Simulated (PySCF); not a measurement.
Job for PySCF: R-HF/STO-3G on GeH7NSi (SMILES N[SiH2][GeH3]).

```python
from pyscf import gto, scf, dft, mp
from pyscf.data.elements import chemcore

mol = gto.M(
    atom='''
    N    -1.60597900    0.47197146    0.67300812
    Si   -0.65598858   -0.50609675   -0.38548935
    Ge    1.64227022    0.04709737   -0.05015620
    H    -2.56886236    0.23637115    0.85763838
    H    -1.46609533    1.46948440    0.70730496
    H    -0.95679110   -0.36104572   -1.83855884
    H    -0.91504410   -1.92223902   -0.03213252
    H     1.85260280    1.57067836   -0.18026613
    H     2.13253139   -0.37137211    1.34829340
    H     2.54135605   -0.63484916   -1.09964180
    ''',
    basis='sto-3g',
    charge=0, spin=0, verbose=3, max_memory=1800)
mf = scf.RHF(mol)
mf.conv_tol = 1e-8
mf.max_cycle = 100
mf.kernel()
if not mf.converged:
    mf = mf.newton().run(mf.mo_coeff, mf.mo_occ)
```

The log:

```
converged SCF energy = -2395.19829440003
```

The run converged.

Cost: very roughly 0.7 core-seconds.
